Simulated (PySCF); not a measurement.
Atoms are numbered as in `[OH:1][B:2]1[O:3][CH2:4][c:5]2[cH:6][cH:7][cH:8][c:9]([F:10])[c:11]21`; H(Xn) means a hydrogen on atom n.

PySCF calculation with geometry from PBE0-D3(BJ)/def2-SVP and NMR shieldings at PBE0/pcSseg-1/GIAO; fast rotation and ring inversion assumed for equivalent nuclei, single conformer, no relativistic terms, no solvent.

δ = σ(ref) − σ, references computed at the same level: TMS for ¹³C and ¹H; ¹⁷O vs H2O; BF3·OEt2 for ¹¹B; ¹⁹F vs CFCl3.

```
atoms  nucleus  count  Hirshfeld charge  δ (ppm)
H(C6)       ¹H      1              0.05     7.18
H(C7)       ¹H      1              0.06     7.55
   O1      ¹⁷O      1             -0.25    115.2
   C6      ¹³C      1             -0.06        ?
H(O1)       ¹H      1              0.18     4.64
   C7      ¹³C      1             -0.04        ?
   C5      ¹³C      1              0.01    164.3
H(C4)       ¹H      2              0.05     5.06
   C8      ¹³C      1             -0.07        ?
  C11      ¹³C      1             -0.12    120.9
   B2      ¹¹B      1              0.22     30.4
   O3      ¹⁷O      1             -0.18    144.3
   C9      ¹³C      1              0.09    172.2
   C4      ¹³C      1              0.01        ?
H(C8)       ¹H      1              0.06     7.07
  F10      ¹⁹F      1             -0.08        ?
```

Complete the table.

## Answers


- C7: 139.2 ppm, aromatic CH; the aromatic region
- C6: 121.6 ppm, aromatic CH
- C8: 118.1 ppm, aromatic CH
- C4: 73.3 ppm, sp3 CH2 bonded to O, on an aromatic ring; pulled downfield by the heteroatom
- F10: -110.1 ppm, aryl fluorine

OH/NH shifts are gas-phase values; hydrogen bonding in solution moves them, usually downfield. A carbon bonded to boron is broadened by the quadrupolar boron nucleus and is often missing from a measured spectrum. Shifts are as computed. Against solution values, carbons near 30 ppm lie about +2 ppm off and those near 130 ppm about +5 ppm. Of 1309 compounds with measured shifts, 239 miss one by over three times the rms of a fit or turn the order of signals round; such compounds aren't used in these exercises. Unscaled 19F shifts against computed CFCl3 carry errors that often reach 10 to 50 ppm. Experimental scales use liquid or dissolved standards, which lie at an offset from isolated H2O (liquid H2O: subtract about 36 ppm).
